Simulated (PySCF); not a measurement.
C3H2F3, SMILES C(F)([C](F)F)=C, multiplicity 2.

Geometry: B3LYP-D3(BJ)/def2-SVP. The isomer is the one that the SMILES or the coordinates give; other isomers of the formula were not compared. Other conformers were not sampled.

All values below come from PySCF with r2SCAN/def2-TZVP.

Gas-phase values at a fixed geometry.

Computed frontier levels, dipole moment and polarisability:
```
Item                                                                                                             Value
---------------------------------------------------------------------------------------------  -----------------------
α spin, highest occupied and lowest empty level                                                      -5.04 and 0.38 eV
β spin, highest occupied and lowest empty level                                                     -7.10 and -2.75 eV
dipole moment                                                                                                   1.16 D
quadrupole, principal values (traceless, Buckingham form, about the centre of nuclear charge)   -2.48, -0.55, 3.03 D·Å
mean static polarisability                                                                        39.6 bohr³ (5.87 Å³)
polarisability, principal values                                                                25.0, 37.2, 56.7 bohr³
⟨S²⟩                                                                                           0.788 (pure state 0.75)
```
